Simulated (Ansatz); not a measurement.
Geometry optimisation, RKS PBE/STO-3G in Ansatz 0.2.0.

Input file:

```yaml
crystal:
  periodic: [false, false, false]
  atoms:
    - { symbol: C, position_ang: [-0.0468, -2.3885, 0.6169] }
    - { symbol: Al, position_ang: [0.659, -0.9332, -0.5747] }
    - { symbol: F, position_ang: [1.8224, -1.3619, -1.8654] }
    - { symbol: C, position_ang: [0.1799, 0.9498, -0.3429] }
    - { symbol: C, position_ang: [0.1766, 2.33, -0.7398] }
    - { symbol: C, position_ang: [-0.6532, 1.9264, 0.3213] }
    - { symbol: H, position_ang: [-1.1709, -2.3695, 0.4887] }
    - { symbol: H, position_ang: [0.3721, -3.3107, 0.3189] }
    - { symbol: H, position_ang: [0.16, -2.0991, 1.7035] }
    - { symbol: H, position_ang: [0.5752, 3.1264, -1.328] }
    - { symbol: H, position_ang: [-1.742, 1.8962, 0.0864] }
    - { symbol: H, position_ang: [-0.2553, 2.179, 1.3491] }
basis:
  gaussian: { orbitals: STO-3G }
hamiltonian:
  xc: pbe
relax:
  f_tol: 0.015
  max_steps: 40
output:
  orbitals: {}
```

Run as:

```bash
$ ansatz run input.yaml --threads 1 --pin off --max-ram 2048MiB --backend cpu --events-out ev --progress --plain --runs-dir out
```

Problem. Where does it end, and by what steps?

Solution. The run converged. Limits of this set-up: minimal basis. After 6 steps the energy has fallen by 1.647 eV; H10 moved furthest, 0.25 Å.

```
step  energy less start (eV)  largest force component (eV/Å)  accepted
   0                  0.0000                           5.557       yes
   1                 -1.5151                           1.562       yes
   2                 -1.6390                           0.523       yes
   3                 -1.6464                           0.063       yes
   4                 -1.6468                           0.036       yes
   5                 -1.6469                           0.030       yes
   6                 -1.6470                           0.006       yes
```

```xyz
12
Properties=species:S:1:pos:R:3
C -0.029 -2.307 0.548
Al 0.666 -0.914 -0.566
F 1.746 -1.255 -1.750
C 0.169 0.906 -0.387
C 0.246 2.179 -0.773
C -0.681 1.955 0.389
H -1.123 -2.405 0.440
H 0.408 -3.293 0.319
H 0.162 -2.107 1.616
H 0.670 2.930 -1.454
H -1.779 1.994 0.240
H -0.379 2.262 1.410
```

Whether the end is a true minimum wasn't checked by a vibrational analysis.

Run time: 44 s on 1 thread of Intel(R) Xeon(R) Processor @ 2.50GHz (Skylake/Cascade Lake), on a shared host, peak memory 0.14 GiB.
